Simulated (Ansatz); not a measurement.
Consider the hydrogenolysis of a C–F bond: `FC(F)O[C@@H](F)[C@H](F)C(F)F` + H₂ → `FC[C@@H](F)[C@@H](F)OC(F)F` + H–F.

Program: Ansatz. Geometries: PBE0-D4/def2-TZVP. ΔE: electronic, gas phase. CCSD(T)/CBS adds triple-zeta CCSD(T) − MP2 to the extrapolated MP2 energy (def2 sets, frozen cores). This one scheme is used for every species. One conformer a species, not always the lowest.

`FC(F)O[C@@H](F)[C@H](F)C(F)F`:

Cartesian coordinates in Å:
```
F -0.822 2.546 0.180
C -1.465 1.538 0.803
F -2.750 1.590 0.463
O -0.993 0.328 0.353
C 0.293 0.003 0.755
F 0.288 -0.346 2.078
C 0.725 -1.195 -0.068
F 1.994 -1.533 0.306
C 0.696 -0.902 -1.558
F 1.527 0.128 -1.842
F 1.130 -1.986 -2.233
H -1.353 1.665 1.884
H 0.987 0.842 0.639
H 0.053 -2.033 0.142
H -0.310 -0.646 -1.902
```

H₂:

```xyz
2

H    -0.203    0.110   -0.293
H     0.203   -0.110    0.293
```

`FC[C@@H](F)[C@@H](F)OC(F)F`:

```xyz
15

F    -2.909   -1.418    0.094
C    -1.632   -1.127    0.514
C    -1.294    0.292    0.140
F    -1.994    1.172    0.934
C     0.180    0.605    0.302
F     0.608    0.246    1.558
O     0.873   -0.131   -0.648
C     2.183    0.233   -0.832
F     2.723   -0.686   -1.628
F     2.248    1.426   -1.461
H    -1.583   -1.254    1.598
H    -0.936   -1.816    0.028
H    -1.572    0.477   -0.902
H     0.359    1.680    0.199
H     2.746    0.302    0.103
```

H–F:

Z-matrix (Å, degrees):
```
F
H 1 0.920
```

| level | ΔE (kJ/mol) |
| --- | --- |
| HF/def2-SVP | -63.9 |
| CCSD(T)/def2-SVP | -54.7 |
| MP2/def2-TZVPP | -78.2 |
| CCSD/def2-TZVPP | -76.3 |

Question: What does CCSD(T)/CBS give? (An estimate is asked.)

Answer: Computed: -78.8 kJ/mol. The listed levels differ from it by 14.9, 24.1, 0.6, 2.5 kJ/mol.

Largest T1 diagnostic among the species: 0.012.

The D4 term adds +3.1 kJ/mol with B3LYP and +1.8 kJ/mol with PBE0; it sums over pairs of atoms, weighted by their polarisabilities, and B3LYP, whose exchange is more repulsive, gets the larger term. From BLYP to BHLYP (50 % exact exchange), in def2-TZVPP and without D4, ΔE moves by −5.9 kJ/mol. At CCSD(T), def2-SVP lies +24.1 kJ/mol from the extrapolated value and def2-TZVPP +5.6 kJ/mol.

CCSD(T)/CBS has its own doubt, a few kJ/mol and more with outer-core shells, so smaller differences from it don't rank the levels.

B3LYP here is the variant with VWN-RPA as its local correlation; programs differ in this.
